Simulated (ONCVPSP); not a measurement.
What one change does to a pseudopotential (indium (In), ONCV)

ONCVPSP 4.0.1 input, shortened (lines: element, Z, core and valence counts, functional; n l f; lmax; l rc ep ncon nbas qcut; lloc lpopt rc5 dvloc0; l nproj debl; icmod fcfact rcfact), PBE, scalar-relativistic:

```
  In 49.00    6    4        4      upf
    1    0    2.00
    2    0    2.00
    2    1    6.00
    3    0    2.00
    3    1    6.00
    3    2   10.00
    4    0    2.00
    4    1    6.00
    4    2   10.00
    5    0    2.00
    2
    0    1.40    0.00    4    7    7.30
    1    1.00    0.00    5    8    6.60
    2    1.00    0.00    4    9    8.70
    2    5    1.00    0.00
    0    2    1.90
    1    2    2.50
    2    0    1.50
    1    0.20    0.00
```

In the p channel the program set the typed energies aside and used -3.146, 0.250 Ha.

All-electron outer shells of the reference configuration (PBE, scalar-relativistic, ld1.x):

```tsv
shell	level (eV)	outermost node (bohr)	outermost maximum (bohr)
3d	-440.17	–	0.26
4s	-127.12	0.41	0.77
4p	-85.60	0.42	0.82
4d	-26.07	0.40	0.94
5s	-14.92	1.02	2.11
```

Change: d: rc 0.9.

Cutoffs: the cutoffs (Ha) at which the residual kinetic energy of the hardest occupied pseudo-wave falls to 1 and 0.1 mHa per electron; they do not see the model core or the augmentation charge, which bear on the density cutoff. Errors are all-electron minus pseudo energies relative to the spin-unpolarised reference configuration.

What does the change do?

The potential gets harder (173 Ha and 208 Ha → 173 Ha and 348 Ha); the errors of the 4 common tests hardly move; neither file shows a bound ghost. A smaller radius makes the pseudo-wave follow the all-electron one further in, where it bends more sharply, so more plane waves are needed.

| quantity | base | changed |
| --- | --- | --- |
| cutoff, loose | 173 Ha | 173 Ha |
| cutoff, tight | 208 Ha | 348 Ha |
| loose cutoff by channel | s 23 Ha, p 173 Ha, d 42 Ha | s 23 Ha, p 173 Ha, d 62 Ha |
| bound ghosts | none | none |
| GHOST(+) flags under 300 eV | none | s at 204.2 eV |
| error for 4s2 4p6 4d10 5s2 5p1, meV [ΔE -5.36 eV] | +1.0 | +1.1 |
| error for 4s2 4p6 4d10 5s1, meV [ΔE 19.24 eV] | -4.8 | -4.7 |
| error for 4s2 4p6 4d10 5s0, meV [ΔE 47.56 eV] | -17 | -17 |
| error for 4s2 4p6 4d10 5s1 5p2, meV [ΔE 0.48 eV] | -0.9 | -0.8 |
| s: phases at 1.42 bohr within 0.05 rad from the reference energy up to (Ha; the scan ends near 5) | to the end of the scan | to the end of the scan |
| p: phases at 1.02 bohr within 0.05 rad from the reference energy up to (Ha; the scan ends near 5) | to the end of the scan | to the end of the scan |
| rms error of d²Exc/dni dnj with the model core, mHa | 1.80 | 1.79 |
